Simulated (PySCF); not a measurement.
# Excitation energy of Mg by level of theory

Mg [Ne] 3s2 (1S) → Mg [Ne] 3s1 4s1 (3S), as a difference of total energies. All numbers are calculated (PySCF 2.14, the non-relativistic Hamiltonian (point nucleus), in dyall-av3z). Correlated levels: valence: [Ne] frozen; virtual orbitals above 40 to 60 times the deepest correlated orbital energy dropped. The calculations carry no spin-orbit coupling.

| method | excitation energy (eV) |
| --- | --- |
| UHF | 4.202 |
| LDA | 5.045 |
| PBE | 4.930 |
| PBE0 | 4.895 |
| r2SCAN | 4.826 |
| wB97X-V | 5.079 |
| PW91 | 4.955 |
| wB97M-V | 5.087 |
| MP2 (valence) | 4.805 |
| SCS-MP2 (valence) | 4.971 |

Q: How much does correlation contribute at MP2 (valence)?

A: 4.805 − (4.202) = 0.603 eV, measured against UHF.

Errors of the correlated levels include the incompleteness of this basis and the frozen core.

For comparison: 5.108 eV (measured; NIST levels).
